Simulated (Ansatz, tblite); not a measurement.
Cost and result up the ladder for C₁₁H₁₄N₄ (relaxed from a model of N-butylpyridinium dicyanamide, whose bonding it doesn't keep) (29 atoms). Charge 0, multiplicity 1. Geometry: PBE-D4/def2-SVP.

```tsv
atom	x (Å)	y (Å)	z (Å)
C1	-0.407	3.257	3.202
C2	0.427	2.138	2.577
C3	-0.193	1.565	1.299
C4	0.652	0.448	0.678
N5	0.061	-0.124	-0.529
C6	-0.930	-1.155	-0.365
C7	-1.817	-1.255	-1.563
C8	-1.309	-0.950	-2.793
C9	-0.007	-0.350	-2.916
C10	0.606	0.094	-1.770
H11	-0.533	4.107	2.499
H12	0.066	3.652	4.123
H13	-1.422	2.900	3.473
H14	1.449	2.514	2.350
H15	0.568	1.317	3.315
H16	-0.332	2.370	0.545
H17	-1.212	1.177	1.522
H18	1.656	0.838	0.414
H19	0.819	-0.370	1.414
H20	-1.497	-0.969	0.565
H21	-2.825	-1.670	-1.426
H22	-1.914	-1.121	-3.698
H23	0.452	-0.159	-3.894
H24	1.541	0.676	-1.782
N25	-0.216	-2.490	-0.083
C26	0.377	-3.234	-0.840
N27	0.882	-4.143	-1.525
C28	2.033	-4.382	-2.115
N29	3.027	-4.679	-2.678
```

Ansatz on 4 threads of Arm Neoverse V1 on a shared host; xTB runs through tblite on one thread. Times are rough, summed over both states, and most runs start from the orbitals of an earlier one. PBE0-D4/def2-SVP serves as the yardstick here, not as an exact answer. The other state is a triplet.

The xTB rows come from tblite.

xTB has no spin-polarisation term.

```json
{"level": "GFN2-xTB", "functions": "74", "wall time": "0.04 s", "vertical triplet (eV)": "2.90", "difference from PBE0-D4/def2-SVP (eV)": "0.20"}
{"level": "GFN1-xTB", "functions": "88", "wall time": "0.054 s", "vertical triplet (eV)": "2.86", "difference from PBE0-D4/def2-SVP (eV)": "0.17"}
{"level": "PBE-D4/def2-SVP", "functions": "280", "wall time": "21 s", "vertical triplet (eV)": "2.68", "difference from PBE0-D4/def2-SVP (eV)": "-0.02"}
{"level": "PBE0-D4/def2-SVP", "functions": "280", "wall time": "43 s", "vertical triplet (eV)": "2.70", "difference from PBE0-D4/def2-SVP (eV)": "0.00"}
```
